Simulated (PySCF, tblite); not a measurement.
Isomers of C4H13NOSi2, one GFN2-xTB conformer each. Single-point energies are computed at PBE0/pcSseg-1 (PySCF, gas phase, no added dispersion term), electronic only.

```tsv
SMILES	GFN2-xTB relative energy (kcal/mol)
CN(C=O)CC([SiH3])[SiH3]	2.4
N[SiH2]CC(=O)CC[SiH3]	0.0
```

Conformers: `[CH3:1][N:2]([CH:3]=[O:4])[CH2:5][CH:6]([SiH3:7])[SiH3:8]` with C1–N2–C3–O4 176°, C1–N2–C5–C6 -80°, N2–C5–C6–Si7 175°; `[NH2:1][SiH2:2][CH2:3][C:4](=[O:5])[CH2:6][CH2:7][SiH3:8]` with H–N1–Si2–C3 47° and -174°, N1–Si2–C3–C4 171°, Si2–C3–C4–O5 84°, C3–C4–C6–C7 166°, C4–C6–C7–Si8 -66°.

Question: What does PBE0/pcSseg-1 give for the same structures?

Answer: 
```json
{"SMILES": "N[SiH2]CC(=O)CC[SiH3]", "PBE0/pcSseg-1 E (Eh)": "-868.59386", "PBE0/pcSseg-1 (kcal/mol)": "0.0", "GFN2-xTB (kcal/mol)": "0.0", "point group": "C1"}
{"SMILES": "CN(C=O)CC([SiH3])[SiH3]", "PBE0/pcSseg-1 E (Eh)": "-868.56723", "PBE0/pcSseg-1 (kcal/mol)": "16.7", "GFN2-xTB (kcal/mol)": "2.4", "point group": "C1"}
```

Both levels put the same isomer lowest. As drawn, the lower has an N–H bond, which the higher lacks; the higher has a C(=O)–N unit, which the lower lacks.

Question: Which frontier levels, dipoles and rotational constants go with these structures?

Answer: 
| SMILES | HOMO (eV, PBE0/pcSseg-1) | LUMO (eV) | dipole (D) | A, B, C (MHz) |
| --- | --- | --- | --- | --- |
| N[SiH2]CC(=O)CC[SiH3] | -7.14 | -0.43 | 3.33 | 2413, 679.2, 614.6 |
| CN(C=O)CC([SiH3])[SiH3] | -7.24 | 0.40 | 4.09 | 1902, 917.1, 763.0 |

Question: What happens when harmonic zero-point energies from GFN2-xTB frequencies are added?

Answer: 
```
                 SMILES  ZPE (kcal/mol)  electronic (kcal/mol)  with ZPE (kcal/mol)
  N[SiH2]CC(=O)CC[SiH3]            98.7                    0.0                  0.0
CN(C=O)CC([SiH3])[SiH3]            97.7                   16.7                 15.7
```

The zero-point energies span 1.0 kcal/mol. The order is unchanged.
